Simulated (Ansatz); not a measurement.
CH3BOS can be A, `SC1BO1`, or B, `BSC=O`.

Computed with Ansatz on PBE0-D4/def2-TZVP structures; ΔE is electronic, products minus reactants. CCSD(T)/CBS is the MP2 limit (def2-TZVPP, def2-QZVPP) plus CCSD(T) − MP2 in def2-TZVPP, frozen cores. DFT in def2-TZVPP. B3LYP here is the variant with VWN-RPA as its local correlation; programs differ in this. One conformer a species, not always the lowest.

A:

Z-matrix (Å, degrees):
```
C
B 1 1.511
O 1 1.518 2 51.9
S 1 1.761 2 126.0 3 -98.7
H 1 1.085 2 122.0 3 92.1
H 2 1.184 1 157.1 3 175.2
H 4 1.343 1 98.1 2 -20.4
```

B:

```xyz
7

B     0.072    0.824    1.079
S    -0.579   -0.770    0.683
C    -0.113   -0.894   -1.055
O    -0.366   -1.839   -1.727
H    -0.075    1.218    2.191
H     0.633    1.457    0.237
H     0.428    0.004   -1.408
```

Which isomer does CCSD(T)/CBS put lower? Give the gap. (Best estimate.)

The calculation gave: B, by 40.9 kJ/mol.

Give E(B) − E(A) in kJ/mol with r2SCAN-D4, CCSD(T)/def2-SVP, LDA (SPW92), PBE-D4, PBE0-D4, HF/def2-TZVPP, B3LYP-D4. (Best estimate.)

Ansatz gave: r2SCAN-D4 -45.6, CCSD(T)/def2-SVP -51.8, LDA (SPW92) -25.8, PBE-D4 -45.0, PBE0-D4 -41.0, HF/def2-TZVPP -65.9, B3LYP-D4 -51.5. None reverses the order clearly.

Does the order hold for the free energy at 298.15 K (harmonic terms from PBE0-D4)? (Best estimate.)

Ansatz gave: Yes: G(B) − G(A) = -43.7 kJ/mol, for one conformer each.

Largest T1 diagnostic: 0.018.

At CCSD(T), def2-SVP lies −10.9 kJ/mol from the extrapolated value and def2-TZVPP −4.1 kJ/mol. In def2-TZVPP, CCSD(T) changes the Hartree–Fock value by +20.9 kJ/mol (the triples alone add −1.2 kJ/mol) and MP2 by +26.3 kJ/mol.
